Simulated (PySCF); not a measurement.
The second ionisation energy along the 4p block

Calculated with PySCF 2.14 from differences of total energies of unrestricted determinants, without spin-orbit coupling. Values in eV. The last column holds reference values (NIST; (s) semi-empirical, (t) theoretical, else measured). Unmarked ones compare directly (S terms, centres of terms, or small fine structure); those marked * lie between the lowest fine-structure levels and include a spin-orbit shift.

```json
{"element": "Ga (aug-cc-pVDZ-PP with ECP10MDF, ECP)", "configurations": "[Ar] 3d10 4s2 → [Ar] 3d10 4s1", "UHF": "18.762", "PBE": "20.695", "r2SCAN": "20.496", "MP2 (valence)": "19.396", "CCSD (valence)": "19.725", "CCSDT (valence)": "19.725", "reference": "20.515"}
{"element": "Ge (aug-cc-pVDZ-PP with ECP10MDF, ECP)", "configurations": "[Ar] 3d10 4s2 4p1 → [Ar] 3d10 4s2", "UHF": "15.220", "PBE": "15.692", "r2SCAN": "15.909", "MP2 (valence)": "15.375", "CCSD (valence)": "15.451", "CCSDT (valence)": "15.469", "reference": "15.789"}
{"element": "As (aug-cc-pVDZ-PP with ECP10MDF, ECP)", "configurations": "[Ar] 3d10 4s2 4p2 → [Ar] 3d10 4s2 4p1", "UHF": "17.969", "PBE": "18.438", "r2SCAN": "18.679", "MP2 (valence)": "18.237", "CCSD (valence)": "18.268", "CCSDT (valence)": "18.278", "reference": "18.589 *"}
{"element": "Se (aug-cc-pVDZ-PP with ECP10MDF, ECP)", "configurations": "[Ar] 3d10 4s2 4p3 → [Ar] 3d10 4s2 4p2", "UHF": "20.832", "PBE": "21.242", "r2SCAN": "21.541", "MP2 (valence)": "21.201", "CCSD (valence)": "21.155", "CCSDT (valence)": "21.161", "reference": "21.196 ± 0.01 *"}
{"element": "Br (aug-cc-pVDZ-PP with ECP10MDF, ECP)", "configurations": "[Ar] 3d10 4s2 4p4 → [Ar] 3d10 4s2 4p3", "UHF": "20.157", "PBE": "21.259", "r2SCAN": "21.348", "MP2 (valence)": "20.603", "CCSD (valence)": "20.635", "CCSDT (valence)": "20.651", "reference": "21.409"}
{"element": "Kr (aug-cc-pVDZ-PP with ECP10MDF, ECP)", "configurations": "[Ar] 3d10 4s2 4p5 → [Ar] 3d10 4s2 4p4", "UHF": "23.246", "PBE": "24.265", "r2SCAN": "24.410", "MP2 (valence)": "23.853", "CCSD (valence)": "23.824", "CCSDT (valence)": "23.835", "reference": "24.360 *"}
```

```tsv
method	elements	mean error (eV)	mean absolute error (eV)	largest error (eV)
UHF	3	-1.191	1.191	-1.754
PBE	3	-0.022	0.142	0.180
r2SCAN	3	0.013	0.067	0.120
MP2 (valence)	3	-0.779	0.779	-1.119
CCSD (valence)	3	-0.633	0.633	-0.790
CCSDT (valence)	3	-0.622	0.622	-0.790
```

Errors include the incompleteness of the basis and the frozen core.

"Valence" correlates the outer s and p shells and, in groups 3 to 12 and the f block, the outer d or f shell, open or full, or the next shell where the ion has no valence electron left; the wider scheme adds the next inner shell.
